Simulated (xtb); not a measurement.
xtb input (GFN2-xTB):

```bash
xtb mol.xyz --gfn 2 --sp --chrg 0 --uhf 0
```
mol.xyz:
```
4

O     -0.00000000    -0.00000000    -2.01585676
B     -0.00000000    -0.00000000    -0.81788386
B      0.00000000     0.00000000     0.81788386
O      0.00000000     0.00000000     2.01585676
```

End of the output:

```
         :::::::::::::::::::::::::::::::::::::::::::::::::::::
         ::                     SUMMARY                     ::
         :::::::::::::::::::::::::::::::::::::::::::::::::::::
         :: total energy             -10.694849726075 Eh    ::
         :: gradient norm              0.033585631221 Eh/a0 ::
         :: HOMO-LUMO gap              5.708098672926 eV    ::
         ::.................................................::
         :: SCC energy               -10.807613629596 Eh    ::
         :: -> isotropic ES            0.067864355712 Eh    ::
         :: -> anisotropic ES          0.004212939751 Eh    ::
         :: -> anisotropic XC         -0.005877170445 Eh    ::
         :: -> dispersion             -0.001373409806 Eh    ::
         :: repulsion energy           0.112763903522 Eh    ::
         :: add. restraining           0.000000000000 Eh    ::
         :: total charge               0.000000000000 e     ::
         :::::::::::::::::::::::::::::::::::::::::::::::::::::

           -------------------------------------------------
          |                Property Printout                |
           -------------------------------------------------

    * Orbital Energies and Occupations

         #    Occupation            Energy/Eh            Energy/eV
      -------------------------------------------------------------
         1        2.0000           -0.7015563             -19.0903
         2        2.0000           -0.6999932             -19.0478
         3        2.0000           -0.5550549             -15.1038
         4        2.0000           -0.5334158             -14.5150
         5        2.0000           -0.5288713             -14.3913
         6        2.0000           -0.5288713             -14.3913
         7        2.0000           -0.5178268             -14.0908
         8        2.0000           -0.5178268             -14.0908
         9        2.0000           -0.4703677             -12.7994 (HOMO)
        10                         -0.2605989              -7.0913 (LUMO)
        11                         -0.2605989              -7.0913
        12                         -0.1000846              -2.7234
        13                         -0.1000846              -2.7234
        14                          0.1234113               3.3582
Note: The following floating-point exceptions are signalling: IEEE_DENORMAL
normal termination of xtb
        15                          0.7255597              19.7435
        16                          1.1962361              32.5512
      -------------------------------------------------------------
                  HL-Gap            0.2097688 Eh            5.7081 eV
             Fermi-level           -0.3654833 Eh           -9.9453 eV

     #   Z          covCN         q      C6AA      α(0)
     1   8 O        0.789    -0.319    20.148     6.017
     2   5 B        1.755     0.319    34.844    12.438
     3   5 B        1.755     0.319    34.844    12.438
     4   8 O        0.789    -0.319    20.148     6.017

 Mol. C6AA /au·bohr⁶  :        417.563612
 Mol. C8AA /au·bohr⁸  :      12783.218008
 Mol. α(0) /au        :         36.909143

Wiberg/Mayer (AO) data.
largest (>0.10) Wiberg bond orders for each atom

 ---------------------------------------------------------------------------
     #   Z sym  total        # sym  WBO       # sym  WBO       # sym  WBO
 ---------------------------------------------------------------------------
     1   8 O    2.413 --     2 B    2.370
     2   5 B    3.388 --     1 O    2.370     3 B    1.000
     3   5 B    3.388 --     4 O    2.370     2 B    1.000
     4   8 O    2.413 --     3 B    2.370
 ---------------------------------------------------------------------------

Topologies differ in total number of bonds
Writing topology from bond orders to xtbtopo.mol

molecular dipole:
                 x           y           z       tot (Debye)
 q only:        0.000       0.000      -0.000
   full:       -0.000      -0.000      -0.000       0.000
molecular quadrupole (traceless):
                xx          xy          yy          xz          yz          zz
 q only:        3.862       0.000       3.862       0.000       0.000      -7.725
  q+dip:        3.557       0.000       3.557      -0.000       0.000      -7.114
   full:        5.530       0.000       5.530      -0.000       0.000     -11.060

           -------------------------------------------------
          | TOTAL ENERGY              -10.694849726075 Eh   |
          | GRADIENT NORM               0.033585631221 Eh/α |
          | HOMO-LUMO GAP               5.708098672926 eV   |
           -------------------------------------------------

------------------------------------------------------------------------
------------------------------------------------------------------------
 total:
 SCF:
```
